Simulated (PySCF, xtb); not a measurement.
B(Cl)(OMe)(NH2) (CH₅BClNO), SMILES COB(N)Cl.

GFN2-xTB in xtb at its own geometry gives an orbital gap of 6.63 eV and a dipole moment of 5.07 D.

Geometry: B3LYP-D3(BJ)/def2-SVP. This is a generated structure with no PubChem entry under its InChIKey; it may be hypothetical. One conformer was computed; it need not be the lowest.

Question: What does PySCF with PBE/def2-TZVP give? (The exact figures need the calculation; the answer reports its results.)

Answer: gap 6.46 eV (levels -6.62 and -0.15 eV), dipole 3.63 D.
